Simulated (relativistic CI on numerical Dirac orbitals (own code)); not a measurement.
One change at a time: I⁵²⁺

Base calculation: Dirac-Coulomb-Breit CI, orbitals from a KLI potential per configuration, model QED.

Configuration list: 1s, 2s, 2p, 3s, 3p, 3d, 4s, 4p, 4d, 4f, 5s, 5p, 5d, 5f, 5g, 6s, 6p, 6d. Levels of other configurations are missing.

Variants: (1) QED terms removed; (2) non-relativistic limit. Shifts of the energy above 1s ²S1/2, in eV, for the lowest level and the first level of each name with at least 55 % of one term (blank where a level changes its place among those of its configuration and J or its character, or is not in the variant):

```csv
Level,Base,Δ(1),Δ(2)
1s ²S1/2,0.0,0.0,0.0
2p ²P°1/2,29681.8,+40.9,-1019.3
2s ²S1/2,29688.5,+34.5,-1025.9
2p ²P°3/2,30076.8,+40.3,-1414.3
3p ²P°1/2,35303.9,+41.1,-1333.3
3s ²S1/2,35305.9,+39.2,-1335.2
3d ²D3/2,35421.0,+41.2,-1450.4
3p ²P°3/2,35421.3,+40.9,-1450.7
3d ²D5/2,35457.3,+41.1,-1486.7
4p ²P°1/2,37255.2,+41.1,-1426.7
4s ²S1/2,37256.0,+40.3,-1427.5
4d ²D3/2,37304.4,+41.2,-1476.0
4p ²P°3/2,37304.5,+41.0,-1476.1
4f ²F°5/2,37319.7,+41.2,-1491.3
4d ²D5/2,37319.8,+41.1,-1491.3
4f ²F°7/2,37327.3,+41.1,-1498.8
5p ²P°1/2,38151.4,+41.1,-1463.0
5s ²S1/2,38151.8,+40.7,-1463.4
5d ²D3/2,38176.5,+41.2,-1488.1
5p ²P°3/2,38176.5,+41.1,-1488.2
5f ²F°5/2,38184.3,+41.2,-1496.0
5d ²D5/2,38184.3,+41.1,-1496.0
```
